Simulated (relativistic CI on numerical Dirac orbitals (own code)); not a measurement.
**Hyperfine structure of Hf39+, mass number 177**

Calculated at this level of theory: Dirac-Coulomb-Breit CI, KLI orbitals optimised for each configuration, model QED (radiative potential, 1s self-energy scaled to tabulated hydrogen-like ionisation energies), unscaled Slater integrals (own radial code, finite nucleus).

Configurations in the expansion (outside the closed core [Ar] 3d10): 4s2.4p3, 4s.4p4, 4s2.4p2.4d, 4p5, 4s.4p3.4d, 4s2.4p2.4f, 4s.4p3.4f, 4p4.4d, 4s.4p2.4d2, 4s2.4p.4d.4f, 4p4.4f, 4s2.4p.4d2, 4s2.4d3, 4s.4p.4d3, 4s2.4d2.4f, 4s.4p.4d2.4f, 4p3.4d2, 4p2.4d3, 4p2.4d2.4f. Double excitations out of closed p, d and f shells are left out; levels of such configurations are missing from the list, as are those of other unlisted configurations, and high levels can miss mixing partners.

Nuclear spin I = 7/2, μ = 0.791 μN, Q = 3.37 b (tables of Stone and Pyykkö). The electronic factors are computed for point nuclear moments, without core polarisation or the Bohr-Weisskopf and QED corrections.

| Level | E (cm⁻¹) | A (GHz) | B (GHz) |
| --- | --- | --- | --- |
| 4s2.4p3 2D°_5/2 | 655261 | 29.62 | -0.456 |
| 4s2.4p3 2P°_1/2 | 711152 | 100.3 |  |
| 4s2.4p3 2P°_3/2 | 1330419 | 12.28 | -372 |
| 4s.4p4 2S_1/2 | 1480865 | 293 |  |
| 4s2.4p2.4d 4D_1/2 | 1792610 | 36.74 |  |

Levels with J = 0, under 50 % of one LS term, or S terms without an open s electron are left out. Small factors come from cancelling terms and can be off by tens of per cent or more.

At this charge energies of transitions that change n are usually good to better than 1 %, and those within a shell (Δn = 0) to a few per cent.

Question: Give the hyperfine levels of 4s2.4p3 2P°_1/2 relative to its centre of gravity.

Answer: With K = F(F + 1) − I(I + 1) − J(J + 1), E = AK/2: F = 3: -225.7, F = 4: 175.5 GHz.

LS names give the leading component of a level, which can be under half, so a name can repeat, a term be missing and a line seem to break the LS rules.
